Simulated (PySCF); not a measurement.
Computed shifts of a molecule CH₈ClNSi₃, PySCF with PBE0/pcSseg-1, GIAO, gas phase, atoms alike by connectivity averaged where their shifts nearly agree, in ppm (number of nuclei): ¹⁵N: 46.4 (1). ²⁹Si: 15.7 (1), -71.2 (1), -77.1 (1). ¹³C: 12.1 (1). ¹H: 4.69 (1), 4.53 (1), 4.27 (2), 1.42 (1), 1.32 (1), 1.30 (1), 0.92 (1). References: ¹⁵N against NH3 (σ = 267.4 ppm); ²⁹Si against TMS (σ = 352.7 ppm); ³⁵Cl against HCl (σ = 945.9 ppm); ¹³C against TMS (σ = 186.3 ppm); ¹H against TMS (σ = 31.56 ppm), references at their B3LYP-D3(BJ)/def2-TZVP geometries, non-relativistic (without spin–orbit terms, shifts of atoms bonded to Cl or Br come out too high). The structure is a stationary point at PBE0-D3(BJ)/def2-SVP. Other conformers were not sampled.

### Question
Which molecule gave these data?
A. N[Si@@]1(Cl)C[SiH2][SiH2]1
B. [SiH3]N1[SiH2]C[Si@H]1Cl
C. N[Si@H]1C[SiH2][Si@H]1Cl
D. Cl[Si@@H]1[SiH2]CN[SiH2]1

### Answer
A, N[Si@@]1(Cl)C[SiH2][SiH2]1
